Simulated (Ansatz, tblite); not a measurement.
Al oxide hydroxide: gap (eV) at several levels, gas phase, relaxed structures; Ansatz, xTB through tblite. Clusters are the lowest isomers that short searches found in that spin, judged at the geometry's level. The structures are stationary points that may keep the symmetry of their start.

```csv
species,state,geometry,GFN1-xTB,LDA (SPW92)/def2-TZVP,PBE-D4/def2-TZVP,PBE-D4/def2-TZVPD,r2SCAN-D4/def2-TZVP,PBE0-D4/def2-TZVPD
AlO2H,singlet,PBE-D4/def2-TZVP,4.53,2.86,2.89,2.86,3.46,5.04
Al2O6H6 (with an O–O bond),singlet,r2SCAN-D4/def2-SVP,5.58,4.55,4.69,4.63,5.45,7.50
```

Question: Estimate the rows for AlO3H3 (singlet, PBE0-D4/def2-TZVP geometry).

Answer: 
```tsv
species	state	geometry	GFN1-xTB	LDA (SPW92)/def2-TZVP	PBE-D4/def2-TZVP	PBE-D4/def2-TZVPD	r2SCAN-D4/def2-TZVP	PBE0-D4/def2-TZVPD
AlO3H3	singlet	PBE0-D4/def2-TZVP	6.84	6.00	6.00	5.78	6.93	8.21
```

Over the 3 species that have every level, the mean is 5.65 at GFN1-xTB, 4.47 at LDA (SPW92)/def2-TZVP, 4.52 at PBE-D4/def2-TZVP, 4.42 at PBE-D4/def2-TZVPD, 5.28 at r2SCAN-D4/def2-TZVP, 6.92 at PBE0-D4/def2-TZVPD. Orbital gaps grow with the share of exact exchange and aren't one observable across functionals.
